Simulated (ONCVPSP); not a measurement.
## Before and after: ONCV potential for Nb (Z = 41)

niobium (Nb), optimised norm-conserving Vanderbilt (ONCV), made with ONCVPSP 4.0.1 (PBEsol, fully relativistic). Core [Ar] 3d10, reference 4s2 4p6 4d4 (charge +1). Waves: 4s: rc 1.30 bohr, ncon 4, nbas 8, qcut 4 1/bohr, 3 projectors, debl 2.5 Ha; 4p: rc 1.40 bohr, ncon 4, nbas 8, qcut 6.5 1/bohr, 2 projectors, debl 2.7 Ha; 4d: rc 2.10 bohr, ncon 5, nbas 10, qcut 9 1/bohr, 2 projectors, debl 0.9 Ha. Local part: polynomial inside 1.25 bohr (lpopt 5, dvloc0 4 Ha). Core correction: Teter function, fcfact 3, rcfact 1.45.

Open shells are filled in proportion to 2j + 1.

Change: all radii but the core radius scaled by about 0.86 (s 1.12, p 1.20, d 1.80 bohr); local potential polynomial inside 1.08 bohr (lpopt 5, dvloc0 4 Ha).

Cutoffs: the cutoffs (Ha) at which the residual kinetic energy of the hardest occupied pseudo-wave falls to 1 and 0.1 mHa per electron; they do not see the model core or the augmentation charge, which bear on the density cutoff. Errors are all-electron minus pseudo energies relative to the spin-unpolarised reference configuration.

**Question.** What does the change do?

**Answer.** The potential gets harder (100 Ha and 119 Ha → 135 Ha and 155 Ha); both files keep a bound ghost (s); of the 4 tests that both files solve, the error grows in 0 and shrinks in 2 by more than 15 % and 0.3 meV (median size 0.5 → 0.4 meV). A smaller radius makes the pseudo-wave follow the all-electron one further in, where it bends more sharply, so more plane waves are needed.

| quantity | base | changed |
| --- | --- | --- |
| cutoff, loose | 100 Ha | 135 Ha |
| cutoff, tight | 119 Ha | 155 Ha |
| loose cutoff by channel | s 100 Ha, p 21 Ha, d 18 Ha | s 135 Ha, p 64 Ha, d 19 Ha |
| bound ghosts | s | s |
| GHOST(+) flags under 300 eV | none | none |
| error for 4s2 4p6 4d4 5s1, meV [ΔE -6.65 eV] | -0.9 | -0.5 |
| error for 4s2 4p6 4d3, meV [ΔE 14.03 eV] | +0.2 | +0.2 |
| error for 4s2 4p6 4d2, meV [ΔE 38.72 eV] | +3.9 | +2.9 |
| error for 4s2 4p6 4d4.5 5s0.5, meV [ΔE -6.09 eV] | -0.1 | -0.1 |
| rms error of d²Exc/dni dnj with the model core, mHa | 4.78 | 5.03 |

 A true bound ghost makes a file unfit for plane-wave use even where its test errors are small: the radial tests pick states by their node count and pass the ghost by.
